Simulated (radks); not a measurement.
Ionisation of the barium ion Ba2+, [Xe], to [Kr] 4d10 5s2 5p5 as the strength of local exchange is varied. Calculated with a radial shooting solver on a logarithmic mesh with Libxc functionals: Dirac Kohn-Sham, Slater X-alpha exchange (alpha = 2/3 is LDA exchange), no correlation, spin-unpolarised, spherical densities, point nucleus.

| alpha | E(Ba2+) (hartree) | exchange (hartree) | IE (eV) | -e of the level emptied (eV) | <r> of it (bohr) |
|---|---|---|---|---|---|
| 0.557 | -8096.5914 | -155.0240 | 33.431 | 27.256 (5p3/2) | 1.963 |
| 0.598 | -8108.0100 | -166.6528 | 34.095 | 27.883 (5p3/2) | 1.950 |
| 0.667 | -8127.2603 | -186.2905 | 35.228 | 28.952 (5p3/2) | 1.930 |
| 0.777 | -8158.0365 | -217.7715 | 37.071 | 30.697 (5p3/2) | 1.898 |
| 0.787 | -8160.8397 | -220.6441 | 37.240 | 30.857 (5p3/2) | 1.895 |

NIST Atomic Spectra Database: 35.844 eV (measured). The Delta-SCF value meets it near alpha = 0.70. Spin polarisation and multiplet splitting are left out, so open shells lie too high by an amount that depends on their filling. Sharing an open shell by 2j + 1 raises it above the true ground level by a part of the spin-orbit splitting, which enters the differences from NIST.

Beside tabulated values, note that spin-unpolarised runs miss the spin-polarisation part of the exchange energy of open shells.
